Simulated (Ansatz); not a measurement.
The cluster Al2Te2. The state is a singlet with charge 0. Geometry B3LYP-D4/def2-SVP.

| atom | x (Å) | y (Å) | z (Å) |
| --- | --- | --- | --- |
| Al1 | -0.1293 | -2.0503 | -0.7208 |
| Al2 | 0.6126 | 1.1645 | 1.7347 |
| Te3 | 1.0548 | 0.5436 | -1.0367 |
| Te4 | -1.5382 | 0.3421 | 0.0228 |

In the def2 sets Te takes a core potential; there is no spin–orbit coupling. B3LYP takes the VWN-RPA correlation. Another isomer (singlet) lies 0.66 eV lower at PBE0-D4/def2-TZVP; other spin states weren't run for this one.

Question: Estimate the orbital energies around the gap (eV) in Ansatz with LDA (SPW92)/def2-TZVP, PBE-D4/def2-TZVP, r2SCAN-D4/def2-TZVP, B3LYP-D4/def2-TZVP, PBE0-D4/def2-TZVP.

Answer: 
```tsv
orbital	LDA (SPW92)/def2-TZVP	PBE-D4/def2-TZVP	r2SCAN-D4/def2-TZVP	B3LYP-D4/def2-TZVP	PBE0-D4/def2-TZVP
HOMO−5	-8.74	-8.59	-8.93	-9.40	-9.72
HOMO−4	-7.66	-7.51	-7.84	-8.14	-8.44
HOMO−3	-6.07	-5.94	-6.23	-6.57	-6.85
HOMO−2	-5.88	-5.74	-5.92	-6.39	-6.60
HOMO−1	-5.57	-5.45	-5.72	-6.07	-6.34
HOMO	-5.40	-5.27	-5.43	-5.89	-6.08
LUMO	-3.40	-3.21	-3.19	-2.62	-2.50
LUMO+1	-3.00	-2.84	-2.78	-2.28	-2.21
LUMO+2	-2.32	-2.17	-2.08	-1.60	-1.50
LUMO+3	-1.80	-1.65	-1.48	-1.12	-1.01
LUMO+4	-1.31	-1.18	-1.04	-0.62	-0.51
LUMO+5	-1.16	-0.99	-0.71	-0.45	-0.33
```
